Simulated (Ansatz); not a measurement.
Input for Ansatz (a program for electronic structure): U-CCSD(T)/cc-pVTZ on C3H5 (SMILES [CH2]C=C), 2S+1 = 2, atoms moved off the minimum.

Ansatz 0.2 input:
```yaml
crystal:
  periodic: [false, false, false]
  atoms:
    - {symbol: C, position_ang: [-0.82149692, 0.45099870, -0.79244126]}
    - {symbol: C, position_ang: [-0.01601668, -0.33539127, -0.10309000]}
    - {symbol: C, position_ang: [0.65892574, 0.03464610, 1.07252048]}
    - {symbol: H, position_ang: [-1.24929802, 0.26181157, -1.73676121]}
    - {symbol: H, position_ang: [-0.93172806, 1.42886224, -0.50274681]}
    - {symbol: H, position_ang: [0.24330152, -1.33116452, -0.68291249]}
    - {symbol: H, position_ang: [1.21217905, -0.85070460, 1.52314586]}
    - {symbol: H, position_ang: [0.50958434, 0.74532289, 1.58196720]}
basis:
  gaussian:
    orbitals: cc-pVTZ
magnetization: {spin_polarized: true, initial_magnetization: 1}
correlation: {method: ccsd_t, electrons: outside_noble_gas}
scf: {omitted_lower_state_checks: [cluster_reference]}
output: {forces: true}
```

### Question
Predict the final total energy.

### Answer
-116.9741 hartree (reference determinant -116.4536, T1 diagnostic 0.027). Its determinant has ⟨S²⟩ = 0.93, a mixture of spin states.

### Question
How many basis functions does it have, and what does it roughly cost on one machine?

### Answer
160 functions; roughly 10 core-minutes.
